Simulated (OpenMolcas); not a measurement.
# OpenMolcas run: Co3+

Input:

```
&GATEWAY
Coord
1

Co 0.0 0.0 0.0
Basis=ANO-L-VDZP
Group=XYZ
NoMove
AngMom=0.0 0.0 0.0
AMFI
&SEWARD
&RASSCF
FileOrb=start.orb
Symmetry=1
Spin=5
nActEl=6 0 0
Inactive=3 6
Ras2=5 0
CIRoot=5 5 1
SDav=5
CIMx=300
Iter=120 100
PrWF=0.3
OrbListing=Nothing
MaxOrb=0
Atom
>>> COPY $Project.JobIph JOB001
&RASSCF
FileOrb=start.orb
Symmetry=1
Spin=3
nActEl=6 0 0
Inactive=3 6
Ras2=5 0
CIRoot=45 45 1
SDav=45
CIMx=300
Iter=120 100
PrWF=0.3
OrbListing=Nothing
MaxOrb=0
Atom
>>> COPY $Project.JobIph JOB002
&RASSCF
FileOrb=start.orb
Symmetry=1
Spin=1
nActEl=6 0 0
Inactive=3 6
Ras2=5 0
CIRoot=50 50 1
SDav=50
CIMx=300
Iter=120 100
PrWF=0.3
OrbListing=Nothing
MaxOrb=0
Atom
>>> COPY $Project.JobIph JOB003
&RASSI
NrOfJobIphs=3 5 45 50
1 2 3 4 5
1 2 3 4 5 6 7 8 9 10 11 12 13 14 15 16 17 18 19 20 21 22 23 24 25 26 27
28 29 30 31 32 33 34 35 36 37 38 39 40 41 42 43 44 45
1 2 3 4 5 6 7 8 9 10 11 12 13 14 15 16 17 18 19 20 21 22 23 24 25 26 27
28 29 30 31 32 33 34 35 36 37 38 39 40 41 42 43 44 45 46 47 48 49 50
IphNames
JOB001
JOB002
JOB003
EJob
SpinOrbit
DIPRint=1.0
SOCoupling=1000.0
Subsets=2
MEES
Property=10
'ANGMOM' 1 'ANGMOM' 2 'ANGMOM' 3 'MLTPL  1' 1 'MLTPL  1' 2 'MLTPL  1' 3
'AMFI' 1 'AMFI' 2 'AMFI' 3 'MLTPL  2' 6
SOProperty=3
'ANGMOM' 1 'ANGMOM' 2 'ANGMOM' 3
```

Launched by
```bash
OMP_NUM_THREADS=1 MOLCAS_MEM=2252 MOLCAS_PROJECT=a pymolcas a.inp > a.log  # once for each step of the input, in one work folder
```

A driver script runs the steps one by one and writes start.orb anew before each from the orbitals found so far.

Output, cut to the results:

```
--- SEWARD ---
Basis set label: CO.ANO-L...5S4P2D1F.

      Electronic valence basis set:
      ------------------
      Associated Effective Charge  27.000000 au
      Associated Actual Charge     27.000000 au
      Nuclear Model: Point charge

      Shell  nPrim  nBasis  Cartesian Spherical Contaminant
         s      21       5        X
         p      15       4        X
         d      10       2                 X
         f       6       1                 X
                  Atomic mean-field integrals
--- RASSCF ---
Wave function specifications:
      -----------------------------

      Number of closed shell electrons          18
      Number of electrons in active shells       6
      Max number of holes in RAS1 space          0
      Max nr of electrons in RAS3 space          0
      Number of inactive orbitals                9
      Number of active orbitals                  5
      Number of secondary orbitals              20
      Spin quantum number                      2.0
      State symmetry                             1
Orbital specifications:
      -----------------------

      Symmetry species                           1   2
                                                ag  au
      Frozen orbitals                            0   0
      Inactive orbitals                          3   6
      Active orbitals                            5   0
      RAS1 orbitals                              0   0
      RAS2 orbitals                              5   0
      RAS3 orbitals                              0   0
      Secondary orbitals                         7  13
      Deleted orbitals                           0   0
      Number of basis functions                 15  19
      Number of CSFs                             5
      Number of root(s) required                 5
      Iter CI   SX   CI       RASSCF       Energy    max ROT     max BLB   max BLB  Level Ln srch  Step   QN
          iter iter root      energy       change     param      element    value   shift minimum  type update
 Nr of preliminary CI iterations:   1
      Total energies have been shifted. Add                -1000.00 au
        1   1    1    0  -379.42774148    0.00E+00   0.00E+00    3   9 1 -9.10E-08   0.00   0.00    SX    NO
        2   1    1    0  -379.42774148   -1.36E-12   0.00E+00    3   9 1 -9.10E-08   0.00   0.00    SX    NO
        3   1    1    0  -379.42774148   -6.82E-13   0.00E+00    3   9 1 -9.10E-08   0.00   0.00    SX    NO
        4   1    1    0  -379.42774148    4.55E-13   0.00E+00    3   9 1 -9.10E-08   0.00   0.00    SX    NO
      Convergence after  4 iterations
        5   1    1    0  -379.42774148   -6.82E-13   0.00E+00    3   9 1 -9.10E-08   0.00   0.00    SX    NO
      Natural orbitals and occupation numbers for root  1
      sym 1:   1.000000   2.000000   1.000000   1.000000   1.000000
      Natural orbitals and occupation numbers for root  2
      sym 1:   1.000000   1.000000   1.000000   1.000000   2.000000
      Natural orbitals and occupation numbers for root  3
      sym 1:   1.000000   1.000000   2.000000   1.000000   1.000000
::    RASSCF root number  1 Total energy:  -1379.42774148
::    RASSCF root number  2 Total energy:  -1379.42774148
::    RASSCF root number  3 Total energy:  -1379.42774148
::    RASSCF root number  4 Total energy:  -1379.42774148
::    RASSCF root number  5 Total energy:  -1379.42774148
--- RASSCF ---
Wave function specifications:
      -----------------------------

      Number of closed shell electrons          18
      Number of electrons in active shells       6
      Max number of holes in RAS1 space          0
      Max nr of electrons in RAS3 space          0
      Number of inactive orbitals                9
      Number of active orbitals                  5
      Number of secondary orbitals              20
      Spin quantum number                      1.0
      State symmetry                             1
Orbital specifications:
      -----------------------

      Symmetry species                           1   2
                                                ag  au
      Frozen orbitals                            0   0
      Inactive orbitals                          3   6
      Active orbitals                            5   0
      RAS1 orbitals                              0   0
      RAS2 orbitals                              5   0
      RAS3 orbitals                              0   0
      Secondary orbitals                         7  13
...
--- RASSI ---
SPIN-FREE ENERGIES:
  (Shifted by EMIN (a.u.) =      -1379.4277414836)

 SF State       Relative EMIN(au)   Rel lowest level(eV)    D:o, cm**(-1)      L_eff

     1             0.0000000000        0.0000000000              0.0000         2.0
     2             0.0000000000        0.0000000000              0.0000         2.0
     3             0.0000000000        0.0000000000              0.0000         2.0
     4             0.0000000000        0.0000000000              0.0000         2.0
     5             0.0000000000        0.0000000000              0.0000         2.0
     6             0.1172949996        3.1917595399          25743.2768         5.0
     7             0.1172949996        3.1917595399          25743.2768         5.0
     8             0.1172949996        3.1917595399          25743.2768         5.0
     9             0.1172949996        3.1917595399          25743.2768         5.0
    10             0.1172949996        3.1917595399          25743.2768         5.0
    11             0.1172949996        3.1917595399          25743.2768         5.0
    12             0.1172949996        3.1917595399          25743.2768         5.0
    13             0.1172949996        3.1917595399          25743.2768         5.0
    14             0.1172949996        3.1917595399          25743.2768         5.0
    15             0.1172949996        3.1917595399          25743.2768         5.0
    16             0.1172949996        3.1917595399          25743.2768         5.0
    17             0.1308090956        3.5594968236          28709.2780         1.0
    18             0.1308090956        3.5594968236          28709.2780         1.0
    19             0.1308090956        3.5594968236          28709.2780         1.0
    20             0.1347708331        3.6673011942          29578.7789         3.0
    21             0.1347708331        3.6673011942          29578.7789         3.0
...
```

Levels above the lowest, from the spin-orbit matrix, grouped by J:

| Configuration | Term | J | E (cm-1) | Measured (cm-1) | g | Term weight % | Second |
| --- | --- | --- | --- | --- | --- | --- | --- |
| 3d6 | 5D | 4 | 0.0 | 0.0 | 1.501 | 100 |  |
| 3d6 | 5D | 3 | 653 | 639 | 1.501 | 100 |  |
| 3d6 | 5D | 2 | 1112 | 1078 | 1.501 | 100 |  |
| 3d6 | 5D | 1 | 1406 |  | 1.501 | 100 |  |
| 3d6 | 5D | 0 | 1551 | 1494 |  | 100 |  |
| 3d6 | 3H | 6 | 26067 | 23680 | 1.166 | 100 |  |
| 3d6 | 3H | 5 | 26399 | 24032 | 1.036 | 99 |  |
| 3d6 | 3H | 4 | 26640 | 24272 | 0.805 | 98 |  |
| 3d6 | 3P(1) | 2 | 28438 | 22883 | 1.500 | 100 |  |
| 3d6 | 3F(1) | 4 | 29818 | 25396 | 1.236 | 94 | 5 3G |
| 3d6 | 3F(1) | 3 | 30190 | 25736 | 1.070 | 96 | 4 3G |
| 3d6 | 3P(1) | 1 | 30349 | 24729 | 1.499 | 100 |  |
| 3d6 | 3F(1) | 2 | 30468 | 25969 | 0.667 | 100 |  |
| 3d6 | 3P(1) | 0 | 31127 | 25449 |  | 99 |  |
| 3d6 | 3G | 5 | 32926 | 29022 | 1.198 | 99 |  |
| 3d6 | 3G | 4 | 33547 | 29592 | 1.058 | 94 | 5 3F(1) |
| 3d6 | 3G | 3 | 33809 | 29868 | 0.763 | 96 | 4 3F(1) |
| 3d6 | 1I | 6 | 39307 | 35943 | 1.001 | 100 |  |
| 3d6 | 1G(1) | 4 | 41526 | 36683 | 1.001 | 99 |  |
| 3d6 | 3D | 1 | 42584 |  | 0.501 | 100 |  |
| 3d6 | 3D | 2 | 42612 |  | 1.167 | 99 |  |
| 3d6 | 3D | 3 | 42798 | 36554 | 1.333 | 100 |  |
| 3d6 | 1S(1) | 0 | 48233 | 41442 |  | 99 |  |
| 3d6 | 1D(1) | 2 | 51585 | 42342 | 1.001 | 99 |  |

Against the 20 measured excited levels shown (Sugar and Corliss, J. Phys. Chem. Ref. Data 10, 1097 (1981)) the mean absolute deviation is 4000 cm-1; the largest miss in energy is 3d6 1D2(1): computed 51585, measured 42342 cm-1 (+21.8 %).

Without dynamic correlation excited terms often stand tens of per cent too high (terms of higher spin than the ground term too low), and those without a measured partner can miss by more than the paired ones. The basis is small and was not contracted for so high a charge. Measured partners are found by configuration, term and J. A level has none where our copy of the source lacks it or the pairing is in doubt (some pairs that miss far off the trend of their configuration count as doubtful), and it then counts in no deviation. Levels of configurations outside the active space are missing. The table shows the lowest 24 of 34 levels.

The term weight is that of the spin-free term in the level, not the purity of its configuration. A number in round brackets counts repeated terms of one configuration in the order of the reference energies.
